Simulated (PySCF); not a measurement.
**Cost of excited-state runs on `C#C[C@](F)(Cl)[C@H](F)CC`, C₆H₇ClF₂**

Geometry:
| atom | x (Å) | y (Å) | z (Å) |
| --- | --- | --- | --- |
| C1 | 2.829 | 0.874 | -0.862 |
| C2 | 2.127 | 0.074 | -0.315 |
| C3 | 1.297 | -0.913 | 0.340 |
| F4 | 1.388 | -0.794 | 1.703 |
| Cl5 | 1.916 | -2.554 | -0.085 |
| C6 | -0.192 | -0.801 | -0.041 |
| F7 | -0.315 | -1.017 | -1.392 |
| C8 | -0.762 | 0.570 | 0.314 |
| C9 | -2.268 | 0.616 | 0.085 |
| H10 | 3.437 | 1.577 | -1.349 |
| H11 | -0.745 | -1.607 | 0.460 |
| H12 | -0.265 | 1.317 | -0.309 |
| H13 | -0.531 | 0.780 | 1.359 |
| H14 | -2.648 | 1.610 | 0.303 |
| H15 | -2.777 | -0.097 | 0.729 |
| H16 | -2.498 | 0.375 | -0.950 |

PySCF with density fitting, on 1 thread of an Intel Xeon Platinum 8488C, shared host. Command: `OMP_NUM_THREADS=1 python excited_run.py task.json out`

(1) How long does this run take, and how much memory?
- circular dichroism and optical rotation, BHandHLYP/def2-SVPD; 16 states

## Answers

(1) 
| run | level | basis functions | wall time | peak memory (GiB) |
| --- | --- | --- | --- | --- |
| circular dichroism and optical rotation | BHandHLYP/def2-SVPD | 249 | 2.2 min | 1.1 |

Times from a shared host are rough.
